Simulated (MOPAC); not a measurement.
Input for MOPAC: AM1 on H4OSi (SMILES O[SiH3]), a point of a torsion scan.

```
AM1 1SCF PRECISE CHARGE=0 THREADS=1
H4OSi

O      1.08449726 1    -0.50618693 1    -0.24530297 1
Si    -0.42364506 1     0.03363851 1     0.02855248 1
H      1.85669455 1     0.00445046 1    -0.02012193 1
H     -0.65674460 1     1.28287277 1    -0.69924014 1
H     -0.62517166 1     0.27572598 1     1.45871566 1
H     -1.22077085 1    -1.07195283 1    -0.47553895 1
```

It printed:

```
*******************************************************************************
 **                                                                           **
 **                              MOPAC v23.2.5                                **
 **                                                                           **
 *******************************************************************************
 ** MOPAC's Digital Object Identifier: https://doi.org/10.5281/zenodo.6511958 **
 **                                                                           **
 ** Please cite the open-source release paper for use of this MOPAC version:  **
 ** J. E. Moussa and J. J. P. Stewart (2026)                                  **
 ** MOPAC: An open-source semiempirical molecular orbital program             **
 ** J. Open Source Softw., 11(119), 8025, https://doi.org/10.21105/joss.08025 **
 *******************************************************************************

                              AM1 CALCULATION RESULTS

 *******************************************************************************
 *  AM1        - The AM1 Hamiltonian to be used
 *
 *
 *
 *                 CHARGE ON SYSTEM = 0
 *
 *
 *
 *  PRECISE    - TIGHTER CRITERIA TO BE USED
 *  1SCF       - DO 1 SCF AND THEN STOP
 *  THREADS=1  - MULTI-THREADING NOT USED
 *  T=         - A TIME OF 172800.0 SECONDS REQUESTED
 *  DUMP=N     - RESTART FILE WRITTEN EVERY 7200.0 SECONDS REQUESTED
 *******************************************************************************
AM1 1SCF PRECISE CHARGE=0 THREADS=1
 H4OSi

   ATOM   CHEMICAL          X               Y               Z
  NUMBER   SYMBOL      (ANGSTROMS)     (ANGSTROMS)     (ANGSTROMS)

     1       O          1.08449726  *  -0.50618693  *  -0.24530297  *
     2      Si         -0.42364506  *   0.03363851  *   0.02855248  *
     3       H          1.85669455  *   0.00445046  *  -0.02012193  *
     4       H         -0.65674460  *   1.28287277  *  -0.69924014  *
     5       H         -0.62517166  *   0.27572598  *   1.45871566  *
     6       H         -1.22077085  *  -1.07195283  *  -0.47553895  *



          CARTESIAN COORDINATES

    NO.       ATOM           X           Y           Z

     1         O          1.0845     -0.5062     -0.2453
     2        Si         -0.4236      0.0336      0.0286
     3         H          1.8567      0.0045     -0.0201
     4         H         -0.6567      1.2829     -0.6992
     5         H         -0.6252      0.2757      1.4587
     6         H         -1.2208     -1.0720     -0.4755

  H: (AM1): M.J.S. DEWAR ET AL, J. AM. CHEM. SOC. 107 3902-3909 (1985)
  O: (AM1): M.J.S. DEWAR ET AL, J. AM. CHEM. SOC. 107 3902-3909 (1985)
 Si: (AM1): M.J.S.DEWAR, C. JIE, ORGANOMETALLICS, 6, 1486-1490 (1987).

           Empirical Formula: H4 O Si  =     6 atoms



      MOLECULAR POINT GROUP   :   Cs


      RHF CALCULATION, NO. OF DOUBLY OCCUPIED LEVELS = 7


 -------------------------------------------------------------------------------
 AM1 1SCF PRECISE CHARGE=0 THREADS=1
 H4OSi



     1SCF WAS SPECIFIED, SO BFGS WAS NOT USED
     SCF FIELD WAS ACHIEVED


                              AM1 CALCULATION
                                                       MOPAC v23.2.5 Linux




          FINAL HEAT OF FORMATION =        -55.08307 KCAL/MOL =    -230.46757 KJ/MOL


          COSMO AREA              =         87.02 SQUARE ANGSTROMS
          COSMO VOLUME            =         72.62 CUBIC ANGSTROMS

          IONIZATION POTENTIAL    =         11.050485 EV
          HOMO LUMO ENERGIES (EV) =        -11.050  1.259
          NO. OF FILLED LEVELS    =          7
          MOLECULAR WEIGHT        =         48.1165         POINT GROUP:  Cs

          MOLECULAR DIMENSIONS (Angstroms)

            Atom       Atom       Distance
            H     6    H     3     3.29194
            H     4    H     5     2.38162
            H     4    O     1     1.94848


          SCF CALCULATIONS        =          1





   ATOM   CHEMICAL          X               Y               Z
  NUMBER   SYMBOL      (ANGSTROMS)     (ANGSTROMS)     (ANGSTROMS)

     1       O          1.08449726  *  -0.50618693  *  -0.24530297  *
     2      Si         -0.42364506  *   0.03363851  *   0.02855248  *
     3       H          1.85669455  *   0.00445046  *  -0.02012193  *
     4       H         -0.65674460  *   1.28287277  *  -0.69924014  *
     5       H         -0.62517166  *   0.27572598  *   1.45871566  *
     6       H         -1.22077085  *  -1.07195283  *  -0.47553895  *

                             CARTESIAN COORDINATES

   1    O        1.084497260    -0.506186930    -0.245302970
   2   Si       -0.423645060     0.033638510     0.028552480
   3    H        1.856694550     0.004450460    -0.020121930
   4    H       -0.656744600     1.282872770    -0.699240140
   5    H       -0.625171660     0.275725980     1.458715660
   6    H       -1.220770850    -1.071952830    -0.475538950


           Empirical Formula: H4 O Si  =     6 atoms



      MOLECULAR POINT GROUP   :   Cs


                  EIGENVALUES
 -36.38918 -18.95498 -15.84456 -14.36281 -13.51883 -11.63778 -11.05049   1.25933
   1.81172   1.86709   2.11002   5.83243


              NET ATOMIC CHARGES AND DIPOLE CONTRIBUTIONS

  ATOM NO.   TYPE          CHARGE      No. of ELECS.   s-Pop       p-Pop
    1          O          -0.635394        6.6354     1.82362     4.81177
    2         Si           1.125261        2.8747     0.81690     2.05784
    3          H           0.243586        0.7564     0.75641
    4          H          -0.263457        1.2635     1.26346
    5          H          -0.263441        1.2634     1.26344
    6          H          -0.206555        1.2066     1.20655
 DIPOLE           X         Y         Z       TOTAL
 POINT-CHG.    -0.594     0.823     0.390     1.087
 HYBRID         0.665     0.381     0.167     0.784
 SUM            0.071     1.205     0.557     1.329


          ATOMIC ORBITAL ELECTRON POPULATIONS

     Atom    s        px        py        pz
    1  O   1.82362   1.29977   1.63808   1.87393
    2 Si   0.81690   0.57710   0.73779   0.74295
    3  H   0.75641
    4  H   1.26346
    5  H   1.26344
    6  H   1.20655

 **********************
 *                    *
 * JOB ENDED NORMALLY *
 *                    *
 **********************




 == MOPAC DONE ==
```

The run finished.

Cost: roughly 0.04 core-seconds.
